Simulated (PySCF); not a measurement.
**Static response to an electric field**

C5H8F2.
SMILES with atom numbers: `[F:1][CH2:2][C:3]1([F:4])[CH2:5][CH2:6][CH2:7]1` (hydrogens: H8, H9 on C2; H10, H11 on C5; H12, H13 on C6; H14, H15 on C7)

Structure used (GFN2-xTB), in Å, numbered top down from 1:
```
atom  x, y, z in Å
F1    -1.546    0.016   -1.514
C2    -1.741    0.134   -0.165
C3    -0.407    0.077    0.573
F4    -0.710    0.203    1.919
C5     0.498   -1.117    0.244
C6     1.466   -0.159   -0.473
C7     0.680    1.041    0.082
H8    -2.388   -0.691    0.149
H9    -2.237    1.094    0.016
H10    0.911   -1.565    1.144
H11    0.040   -1.888   -0.371
H12    1.405   -0.236   -1.555
H13    2.505   -0.223   -0.162
H14    1.173    1.544    0.911
H15    0.348    1.778   -0.646
```

Level: PBE0/def2-SVPD (PySCF), static field, nuclei fixed, core orbitals frozen in the response. The polarisability tensor in these axes (au):

```
x   62.21 -0.49 -1.68
y   -0.49 57.88 -0.02
z   -1.68 -0.02 55.66
```

What are the eigenvalues, a third of the trace, and Δα (Δα² = ½Σ(αi − αj)² over the three pairs)?

Principal values 55.24, 57.84 and 62.66 au; mean 58.58 au = 8.68 Å³ = 9.66 × 10⁻⁴⁰ C²·m²/J; Δα = 6.52 au (11 % of the mean).

What is the dipole moment, and where does it point?

(0.56, -0.06, -0.17) D, 0.59 D in size, pointing from the negative to the positive side. Measured along this direction, the outermost atoms are H8 and H9 at the negative end and H13 at the positive end.

What depolarisation ratio follows for Rayleigh scattering of linearly polarised light, taking the static tensor?

ρ = 3Δα²/(45ᾱ² + 4Δα²) = 127.6/(154439 + 170.2) = 0.000825.

Molar refractivity from α?

Lorentz–Lorenz: R = (4π/3)N_A α = 2.5225 cm³/(mol·Å³) × 8.68 Å³ = 21.9 cm³/mol, in the limit of long wavelengths.

Give the eigenvalues of the traceless quadrupole moment Θ = ½Σq(3rr − r²1), origin at the centre of nuclear charge.

-8.37, 3.64, 4.74 D·Å. The values depend on the origin, since the dipole doesn't vanish. The electronic extent ⟨r²⟩ about the same centre is 701 bohr², a root-mean-square distance of 1.87 Å for the 56 electrons.

One conformer (not necessarily the lowest) at the GFN2-xTB geometry, without solvent, vibrations or thermal averaging.
